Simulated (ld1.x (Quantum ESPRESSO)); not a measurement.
Before and after: RRKJ potential for titanium (Ti)

* Element: Ti (Z = 22)
* Generator: ld1.x (Quantum ESPRESSO) 7.5
* Type: norm-conserving RRKJ (Kleinman–Bylander form)
* Functional: BP86
* Relativity: scalar-relativistic
* Frozen core: [Ne]
* Valence charge: 12
* Reference configuration: 3s2 3p6 3d2 4s0 4p0 (charge +2)
* Partial waves: 3p (bound): rc 1.30 bohr; 3d (bound): rc 2.55 bohr; 3s (bound): rc 1.65 bohr
* Local potential: the s channel
* Core correction: a·sin(br)/r model core inside 0.90 bohr

Change: wave 3p (bound): rc 1.30 bohr becomes 3p (bound): rc 0.96 bohr.

Cutoffs: the cutoffs (Ry, on a coarse ladder) from which the occupation-weighted sum of valence levels, in a spherical-Bessel basis at the reference potential, stays within 10 and 1 mRy of its value at 400 Ry; they do not see the model core or the augmentation charge, which bear on the density cutoff. Errors are all-electron minus pseudo energies relative to the spin-unpolarised reference configuration.

Question: How do hardness, ghosts and transferability respond?

Answer: The potential gets harder (70 Ry and 90 Ry → 140 Ry and 180 Ry); the errors of the 7 common tests hardly move; neither file shows a bound ghost. A smaller radius makes the pseudo-wave follow the all-electron one further in, where it bends more sharply, so more plane waves are needed.

```tsv
quantity	base	changed
cutoff, loose	70 Ry	140 Ry
cutoff, tight	90 Ry	180 Ry
loose cutoff by channel (10 mRy a level)	p 35 Ry, d 25 Ry, s 30 Ry	p 100 Ry, d 25 Ry, s 30 Ry
bound ghosts	none	none
error for 3s2 3p6 3d2 4s2 4p0, meV [ΔE -21.18 eV]	+1332	+1334
error for 3s2 3p6 3d2 4s1 4p0, meV [ΔE -13.66 eV]	+889	+889
error for 3s2 3p6 3d1 4s0 4p0, meV [ΔE 26.97 eV]	+467	+468
error for 3s2 3p6 3d2 4s0 4p1, meV [ΔE -9.86 eV]	+182	+181
error for 3s2 3p6 3d2 4s1.5 4p0, meV [ΔE -18.17 eV]	+1152	+1153
error for 3s1 3p6 3d2 4s2 4p0, meV [ΔE 48.55 eV]	+2442	+2441
error for 3s2 3p6 3d2 4s0 4p2, meV [ΔE -14.82 eV]	+245	+243
s: phases at 2.76 bohr within 0.05 rad from the reference energy up to (Ry; the scan ends near 5)	n/a	n/a
p: phases at 2.76 bohr within 0.05 rad from the reference energy up to (Ry; the scan ends near 5)	-1.3	-1.2
d: phases at 2.76 bohr within 0.05 rad from the reference energy up to (Ry; the scan ends near 5)	-0.4	-0.4
```
